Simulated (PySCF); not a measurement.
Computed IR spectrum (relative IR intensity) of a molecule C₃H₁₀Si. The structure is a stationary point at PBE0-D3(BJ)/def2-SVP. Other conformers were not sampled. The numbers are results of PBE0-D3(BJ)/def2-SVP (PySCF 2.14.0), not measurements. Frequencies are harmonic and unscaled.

Lines under 2 % of the strongest are left out, and lines within 2 cm⁻¹ are merged.

```csv
ν (cm⁻¹),relative intensity
610,4.2
713,6.2
845,13
866,22
910,100
1259,23
1268,2.3
1436,2.6
1444,3.7
2193,48
3053,3.4
3155,4.5
3161,4.5
```

Task: Identify the compound among the candidates.
A. CC(C)[SiH3]
B. C[SiH](C)C
C. CC[SiH2]C
D. CCC[SiH3]

Result: B, C[SiH](C)C
